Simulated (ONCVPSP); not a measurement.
**Scattering properties, ONCV potential for strontium**

```json
{"Element": "strontium (Sr)", "Generator": "ONCVPSP 4.0.1", "Type": "optimised norm-conserving Vanderbilt (ONCV)", "Functional": "LDA (Perdew-Wang 92)", "Relativity": "fully relativistic", "Frozen core": "[Ar] 3d10", "Valence charge": "10", "Reference configuration": "4s2 4p6 4d0.5 5s1.5", "Partial waves": "4s+5s: rc 1.85 bohr, ncon 3, nbas 8, qcut 7.4 1/bohr, 2 projectors; 4p: rc 2.50 bohr, ncon 4, nbas 7, qcut 5.9 1/bohr, 2 projectors, debl 3.5 Ha; 4d: rc 2.85 bohr, ncon 3, nbas 6, qcut 3.8 1/bohr, 2 projectors, debl 2 Ha", "Local potential": "polynomial inside 1.60 bohr (lpopt 5, dvloc0 4 Ha)", "Core correction": "Teter function, fcfact 5, rcfact 1.5"}
```

Open shells are filled in proportion to 2j + 1.

The phase is arctan(r·R′/R) of the radial function R(r), unwrapped; energies in Ha, scanned from -3 to 5 Ha. A pole is an energy at which the radial function vanishes at the test radius. The pseudo phase is shifted by a multiple of π to meet the all-electron one at the reference energy, and phase errors are pseudo minus all-electron; the curves can meet again beyond the range given. Levels narrower than the energy grid can be missing from the lists of poles.

Task: For each channel, where are the poles, and over which energies does the pseudopotential scatter like the atom?

Result:

| channel | radius (bohr) | reference energy (Ha) | poles, all-electron | poles, pseudo | unbroken range about the reference energy with phases within 0.05 rad | phase error 1 Ha above the reference energy (rad) |
| --- | --- | --- | --- | --- | --- | --- |
| s | 1.88 | -0.13 | -0.80 | -0.80 | the whole range | -0.000 |
| p3/2 | 2.53 | -0.81 | -0.60, 2.95 | -0.60, 2.95 | below 4.7 | -0.003 |
| p1/2 | 2.53 | -0.85 | -0.66, 2.87 | -0.66, 2.87 | below 4.7 | -0.003 |
| d5/2 | 2.89 | -0.04 | 0.38, 2.90 | 0.38, 2.93 | below 3.9 | +0.009 |
| d3/2 | 2.89 | -0.04 | 0.37, 2.88 | 0.37, 2.92 | below 3.9 | +0.010 |

Phases in the d3/2 channel:

| E (Ha) | all-electron | pseudo |
| --- | --- | --- |
| -2.98 | 1.403 | 1.403 |
| -2.54 | 1.386 | 1.386 |
| -2.10 | 1.363 | 1.363 |
| -1.66 | 1.329 | 1.329 |
| -1.22 | 1.272 | 1.272 |
| -0.78 | 1.148 | 1.149 |
| -0.34 | 0.602 | 0.604 |
| 0.10 | -1.294 | -1.294 |
| 0.54 | -1.681 | -1.678 |
| 0.98 | -2.076 | -2.064 |
| 1.42 | -3.905 | -3.893 |
| 1.86 | -4.479 | -4.479 |
| 2.30 | -4.619 | -4.618 |
| 2.74 | -4.693 | -4.690 |
| 3.18 | -4.753 | -4.744 |
| 3.62 | -4.824 | -4.799 |
| 4.06 | -4.967 | -4.879 |
| 4.50 | -5.822 | -5.059 |
| 4.94 | -7.488 | -6.075 |
